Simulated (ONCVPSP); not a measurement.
## hafnium: one change to an ONCV potential, before and after

ONCVPSP 4.0.1 input, shortened (lines: element, Z, core and valence counts, functional; n l f; lmax; l rc ep ncon nbas qcut; lloc lpopt rc5 dvloc0; l nproj debl; icmod fcfact rcfact), PBE, scalar-relativistic:

```
  Hf 72.00   12    2        4      upf
    1    0    2.00
    2    0    2.00
    2    1    6.00
    3    0    2.00
    3    1    6.00
    3    2   10.00
    4    0    2.00
    4    1    6.00
    4    2   10.00
    4    3   14.00
    5    0    2.00
    5    1    6.00
    5    2    2.50
    6    0    1.50
    2
    0    2.85    0.00    4    7    2.30
    1    3.55    0.08    4    8    2.70
    2    3.25    0.00    3    8    5.80
    4    5    2.70   -1.00
    0    2    2.00
    1    2    3.00
    2    1    0.50
    0    0.00    0.00
```

In the p channel the program set the typed energies aside and used 0.050, 3.050 Ha.

All-electron outer shells of the reference configuration (PBE, scalar-relativistic, ld1.x):

```json
{"shell": "4f", "level (eV)": "-16.09", "outermost node (bohr)": "–", "outermost maximum (bohr)": "0.45"}
{"shell": "6s", "level (eV)": "-4.90", "outermost node (bohr)": "1.37", "outermost maximum (bohr)": "2.93"}
{"shell": "5d", "level (eV)": "-2.30", "outermost node (bohr)": "0.67", "outermost maximum (bohr)": "1.71"}
```

Change: s: debl 1.3.

Cutoffs: the cutoffs (Ha) at which the residual kinetic energy of the hardest occupied pseudo-wave falls to 1 and 0.1 mHa per electron; they do not see the model core or the augmentation charge, which bear on the density cutoff. Errors are all-electron minus pseudo energies relative to the spin-unpolarised reference configuration.

Question: Predict the effect on cutoff, ghosts and configuration errors.

Answer: The potential gets neither clearly harder nor softer (9.0 Ha and 11 Ha → 9.0 Ha and 11 Ha); the errors of the 4 common tests hardly move; the range in which the s phases agree widens (upper end 1.1 → 4.3); neither file shows a bound ghost.

```csv
quantity,base,changed
"cutoff, loose",9.0 Ha,9.0 Ha
"cutoff, tight",11 Ha,11 Ha
bound ghosts,none,none
GHOST(+) flags under 300 eV,"s at 33.3 eV, p at 82.8 eV","s at 21.5 eV, p at 82.8 eV"
"error for 5d2 6s2, meV [ΔE -1.26 eV]",+10,+10
"error for 5d2 6s1, meV [ΔE 6.72 eV]",+7.1,+6.8
"error for 5d2 6s0, meV [ΔE 20.90 eV]",+147,+147
"error for 5d3 6s1, meV [ΔE 1.34 eV]",+4.2,+4.2
s: phases at 2.89 bohr within 0.05 rad from the reference energy up to (Ha; the scan ends near 5),1.1,4.3
p: phases at 3.61 bohr within 0.05 rad from the reference energy up to (Ha; the scan ends near 5),1.0,1.0
d: phases at 3.30 bohr within 0.05 rad from the reference energy up to (Ha; the scan ends near 5),0.4,0.4
```
